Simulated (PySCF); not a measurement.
This PySCF input asks for the NMR shieldings of `CC(=O)P1CCSCC1`, C6H11OPS; the geometry comes from GFN2-xTB.

```python
import basis_set_exchange as bse
import numpy as np
from pyscf import gto, dft
from pyscf.prop import nmr

atoms = """
C     2.977867   -0.306062   -0.113839
C     1.895079    0.717607   -0.302683
O     1.984402    1.671931   -1.030650
P     0.385428    0.481635    0.760627
C    -0.105736   -1.217285    0.152090
C    -1.552193   -1.499336    0.526971
S    -2.723496   -0.523353   -0.468946
C    -2.238016    1.145935    0.075372
C    -0.797129    1.469313   -0.279289
H     2.733483   -1.188217   -0.705315
H     3.033772   -0.599191    0.933206
H     3.934340    0.086605   -0.452595
H     0.016890   -1.287960   -0.932792
H     0.543208   -1.954330    0.633760
H    -1.739915   -1.280531    1.580286
H    -1.812331   -2.539106    0.326336
H    -2.926802    1.818191   -0.436482
H    -2.410377    1.208925    1.152065
H    -0.607053    1.279345   -1.339835
H    -0.596570    2.526562   -0.081322
"""
names = dict.fromkeys(["C", "O", "P", "S", "H"], "pcSseg-1")
basis = {el: gto.basis.parse(bse.get_basis(n, elements=[el], fmt="nwchem")) for el, n in names.items()}
mol = gto.M(atom=atoms, basis=basis, charge=0, verbose=0)
mf = dft.RKS(mol, xc="PBE0")
mf.grids.level = 2
mf.grids.alignment = dft.numint.BLKSIZE   # the property module wants whole blocks of grid points
mf.conv_tol = 1e-9
mf.kernel()

calc = nmr.RKS(mf)   # GIAO
C = mf.mo_coeff
Co = C[:, mf.mo_occ > 0]
resp = mf.gen_response(singlet=True, hermi=2)
def vind(x):   # induced exchange potential for any number of trial vectors
    d = np.einsum("pi,xij,qj->xpq", C, 2 * x.reshape(-1, C.shape[1], Co.shape[1]), Co, optimize=True)
    return np.einsum("xpq,pi,qj->xij", resp(d - d.transpose(0, 2, 1)), C, Co, optimize=True).ravel()
mo1, _ = nmr.rhf.solve_mo1(calc, with_cphf=vind)
sigma = calc.kernel(mo1)
for i, s in enumerate(sigma):   # ppm
    w = np.linalg.eigvalsh((s + s.T) / 2)
    print("%2d %-2s iso %8.1f  s11 %8.1f  s22 %8.1f  s33 %8.1f" % (i, mol.atom_pure_symbol(i), w.mean(), *w))
```

**Question.** Give the expected output.

**Answer.** 
```
 0 C  iso    153.9  s11    131.1  s22    141.3  s33    189.4
 1 C  iso    -42.5  s11   -130.1  s22    -90.9  s33     93.4
 2 O  iso   -397.5  s11  -1107.7  s22   -430.5  s33    345.8
 3 P  iso    341.0  s11    214.5  s22    366.3  s33    442.0
 4 C  iso    155.7  s11    137.4  s22    160.9  s33    169.0
 5 C  iso    151.4  s11    142.8  s22    150.3  s33    161.2
 6 S  iso    478.0  s11    354.7  s22    481.3  s33    598.0
 7 C  iso    153.0  s11    141.8  s22    150.2  s33    167.0
 8 C  iso    156.6  s11    137.3  s22    162.8  s33    169.6
 9 H  iso     29.4  s11     25.6  s22     30.3  s33     32.4
10 H  iso     29.2  s11     25.2  s22     30.3  s33     32.1
11 H  iso     29.6  s11     26.0  s22     27.3  s33     35.4
12 H  iso     29.7  s11     26.4  s22     28.9  s33     33.8
13 H  iso     29.3  s11     24.4  s22     27.8  s33     35.8
14 H  iso     28.8  s11     24.1  s22     28.0  s33     34.3
15 H  iso     28.9  s11     22.6  s22     27.3  s33     36.8
16 H  iso     29.0  s11     22.7  s22     27.2  s33     37.1
17 H  iso     28.8  s11     24.3  s22     27.7  s33     34.3
18 H  iso     29.6  s11     26.5  s22     28.5  s33     33.8
19 H  iso     29.5  s11     24.3  s22     27.7  s33     36.4
```

These numbers come from an equivalent density-fitted implementation of the same equations, which agrees with the script to about 0.01 ppm for H and up to a few tenths of a ppm for heavy atoms, so last digits may differ.

**Question.** Turn these shieldings into chemical shifts. Referencing at the same level of theory: $^{13}$C (σ = 186.93 ppm) and $^{1}$H (σ = 31.72 ppm) vs TMS; $^{17}$O (σ = 336.08 ppm) vs H2O; H3PO4 for $^{31}$P (σ = 318.38 ppm); CS2 for $^{33}$S (σ = 503.73 ppm).

**Answer.** Averaging equivalent atoms: C 1: 229.5; C 5/7: 34.7; C 0: 33.0; C 4/8: 30.8; O 2: 733.6; P 3: -22.6; S 6: 26; H 14/15/16/17: 2.84; H 9/10/11: 2.31; H 12/13/18/19: 2.18 ppm. Unscaled 17O shifts of doubly bonded oxygen tend to come out too high, by tens of ppm or more. Experimental scales use liquid or dissolved standards, which lie at an offset from isolated H2O (liquid H2O: subtract about 36 ppm) and H3PO4.

Size and cost of the density-fitted run: 222 basis functions, 55 s wall time on 1 thread of an Arm Neoverse V1, shared host; peak memory 1.1 GiB.
